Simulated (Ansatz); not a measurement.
`[AlH2][InH][Cl]` + NH₃ → `[NH2][InH][Cl]` + `[AlH3]` at 600 K and 1 bar (cleavage of the In–Al bond).

Computed with Ansatz on PBE0-D4/def2-TZVP structures; ΔE is electronic, products minus reactants. CCSD(T)/CBS is the MP2 limit (def2-TZVPP, def2-QZVPP) plus CCSD(T) − MP2 in def2-TZVPP, frozen cores. This one scheme is used for every species. def2 core potentials past Kr. For In outer-core shells are correlated without core-valence functions, which leaves a few kJ/mol of doubt a bond. Each species was taken in one conformer, which may not be the lowest.

| species | CCSD(T)/CBS energy (Eh) | H − E (kJ/mol) | S (J/(mol·K)) |
| --- | --- | --- | --- |
| `[AlH2][InH][Cl]` | -893.43813 | 103.1 | 421.8 |
| NH₃ | -56.50880 | 112.4 | 219.5 |
| `[NH2][InH][Cl]` | -706.15182 | 128.7 | 384.5 |
| `[AlH3]` | -243.78045 | 74.2 | 242.3 |

H − E and S are ideal-gas, rigid-rotor, harmonic terms from PBE0-D4/def2-TZVP, for one conformer and one mirror image of each species. 1 Eh = 2625.50 kJ/mol, R = 8.31446 J/(mol·K).

**Question.** By hand: ΔE, ΔH, ΔS and ΔG.

**Answer.** ΔE = (-706.15182) + (-243.78045) − (-893.43813) − (-56.50880) = 0.01466 Eh = 38.5 kJ/mol. Δ(H − E) = 128.7 + 74.2 − 103.1 − 112.4 = -12.6, so ΔH = 25.9 kJ/mol. ΔS = 384.5 + 242.3 − 421.8 − 219.5 = -14.5 J/(mol·K). ΔG = 25.9 − 600 × (-14.5)/1000 = 34.6 kJ/mol.

**Question.** By hand: the equilibrium constant, and the temperature at which ΔG would vanish if ΔH and ΔS stayed fixed.

**Answer.** log₁₀ K = −ΔG/(RT ln 10) = -3.0. ΔH and −TΔS have one sign here, so there is no such temperature.

TΔS isn't small against ΔH here. A doubt of 5 kJ/mol in ΔE shifts log₁₀ K by 0.4 here. Other conformers and mirror images would add mixing entropy, several J/(mol·K) or more a flexible species. Modes under 60 cm⁻¹, often nearly free rotors, make the harmonic entropy too high. These are equilibria of isolated gas molecules and say nothing of rates. Largest T1 diagnostic: 0.014 (customary marks: 0.02 for closed shells, 0.045 for open ones).
